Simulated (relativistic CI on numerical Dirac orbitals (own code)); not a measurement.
## Os7+: N6,7 absorption edge

Computed with this model: Dirac-Coulomb-Breit CI, separate exchange-only KLI orbitals for each configuration, model QED, multiplet model of core-to-valence dipole absorption, unscaled Slater integrals; configurations [Xe] 4f14 5d → [Xe] 4f13 5d2; 10 K; Lorentzian 0.3 eV and Gaussian 0.3 eV FWHM. Energies are those of the free ion, without screening or charge transfer. The branching ratio is the share of the lower-energy edge in the whole absorption, uncertain by about 0.02 where the edges overlap. S is read from ⟨S²⟩ = S(S + 1).

free ion: ground-state S = 0.50, centroid 62.25 eV. Peaks (eV, height): 61.4 (48), 62.2 (100), 62.8 (82), 64.0 (20).

Strongest unbroadened transitions for free ion:

| Energy (eV) | Relative strength |
| --- | --- |
| 58.29 | 3.6 |
| 59.13 | 2.1 |
| 59.18 | 2.1 |
| 59.31 | 2.5 |
| 60.56 | 2.3 |
| 60.59 | 6.6 |
| 60.95 | 3.3 |
| 61.27 | 24.7 |
| 61.45 | 39.1 |
| 62.14 | 99.4 |
| 62.21 | 26.2 |
| 62.37 | 10.9 |
| 62.78 | 100.0 |
| 62.93 | 3.9 |
| 63.40 | 15.4 |
| 63.96 | 7.8 |
| 64.05 | 16.1 |
| 68.76 | 1.6 |
